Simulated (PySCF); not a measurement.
A structure optimised at PBE0-D3(BJ)/def2-SVP, used in a PySCF frequency run:

```
W
N 1 1.7373
H 2 1.0172 1 154.21
O 1 1.8845 2 110.48 3 125.75
H 4 0.9635 1 125.99 2 10.20
S 1 2.1405 2 110.86 3 2.78
S 1 2.3420 2 101.46 3 -113.70
H 7 1.3550 1 95.55 2 167.50
```

Q: Write its SMILES and formula.

A: [NH]=[W]([OH])(=[S])[SH], H3NOS2W

Q: What are its rotational constants (standard atomic weights)?

A: 2.3679, 1.7195, 1.3970 GHz
